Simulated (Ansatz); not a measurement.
A trace of molecular dynamics of FGeH3 (5 atoms, charge 0, multiplicity 1).

Method: RKS BHLYP/def2-SVP (Ansatz 0.2.0).

```json
{
 "ensemble": "NVE (velocity Verlet)",
 "starting velocities drawn for": "1500 K",
 "seed": "762824"
}
```

```tsv
time (fs)	T (K)	potential energy less start (eV)	conserved less start (meV/atom)
0	1500	0.000	0.00
5	852	0.268	3.36
10	388	0.466	7.01
15	1260	0.094	0.17
20	1453	0.021	0.55
25	674	0.353	6.59
30	495	0.401	2.31
35	787	0.283	1.23
40	1059	0.195	4.72
45	1172	0.139	2.38
50	991	0.201	0.82
55	780	0.300	4.25
60	1015	0.206	3.50
65	1093	0.162	0.93
70	923	0.238	2.81
75	780	0.306	5.41
80	697	0.322	2.08
85	789	0.286	2.08
90	1241	0.124	4.68
95	1232	0.115	2.19
100	568	0.376	2.85
```

Task: Can this run be trusted? Judge the integration.

Result: The conserved energy wandered by up to 7.0 meV per atom (net 2.9 meV per atom), which is poor conservation. A step of 2.5 fs is long for free X–H stretches (periods near 10 fs) and can bias their spread and the temperature. A run of 0.1 ps of so small a system gives no equilibrium averages. The time step was 2.5 fs.

Run time: 51 s on 1 thread of Arm Neoverse V2, on a shared host, peak memory 0.11 GiB.
